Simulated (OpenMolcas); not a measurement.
Os V.

```json
{"Program": "OpenMolcas", "Method": "CASSCF", "Basis": "ANO-RCC-VQZP [9s8p6d4f3g2h]", "Scalar Hamiltonian": "DKH2, point nucleus", "Active space": "4 electrons in 5 orbitals (5d)", "State averaging": "2S+1 = 5 even, 5 roots; 2S+1 = 3 even, 45 roots; 2S+1 = 1 even, 50 roots", "Spin-orbit coupling": "state interaction with AMFI integrals over the reference wave functions, term energies averaged over their components"}
```

Levels without dynamic correlation, in cm⁻¹ above 5d⁴ ⁵D₀:

```json
{"Level": "5d⁴ ³D₁", "E": "42855"}
{"Level": "5d⁴ ³F₂(1) [67 %]", "E": "28046"}
{"Level": "5d⁴ ¹I₆ [75 %]", "E": "41892"}
{"Level": "5d⁴ ¹S₀(1)", "E": "49251"}
```

On this reference, MS-CASPT2, IPEA 0.25 Eh, imaginary shift 0.1 Eh (closed shells correlated: 5s 5p) puts 5d⁴ ³D₁ at 39560 cm⁻¹.

Question: Estimate the other levels at that method by one scale factor, and say how well it serves.

Answer: The factor is 39560 / 42855 = 0.923. Scaled values beside those that MS-CASPT2 gives and measured ones (the list in Palmeri et al., Atoms 14, 22 (2026)):
```
            Level  Scaled  MS-CASPT2  Miss (%)  Measured
5d⁴ ³F₂(1) [67 %]   25886      25220      +2.6          
   5d⁴ ¹I₆ [75 %]   38666      39960      -3.2     39284
       5d⁴ ¹S₀(1)   45459      45350      +0.2
```
For these levels the scaled values miss MS-CASPT2 by up to 3.2 %, as correlation changes each term by its own factor, spin-orbit parts do not scale and CASPT2 has its own spread within terms. This holds within one configuration; levels of others move differently, and the target method has errors of its own against measurement.

CASPT2 breaks the degeneracy within a term, and the mean is taken; among the terms shown or strongly mixed into the levels shown the widest spread is 910 cm-1 (5d⁴ ¹I, MS-CASPT2). Without dynamic correlation excited terms often stand tens of per cent too high (terms of higher spin than the ground term too low), and those without a measured partner can miss by more than the paired ones (holds for CASSCF). The CASPT2 spread within a term exceeds the gap to the next term for 5d⁴ ³H and 5d⁴ ³P(1), 5d⁴ ¹I and 5d⁴ ³D, 5d⁴ ¹D(1) and 5d⁴ ¹S(1), so the order of their levels is uncertain (holds for MS-CASPT2). Computed and measured levels are paired by configuration, term and J; levels that our copy of the source lacks, or whose pairing is in doubt (as where it misses far off the trend of its configuration), stay unpaired and out of the deviations. Levels of configurations outside the active space are missing.

A share in square brackets marks a mixed level and gives the weight of the term that names it, the lowest over the columns. A number in round brackets counts repeated terms of one configuration in the order of the reference energies.
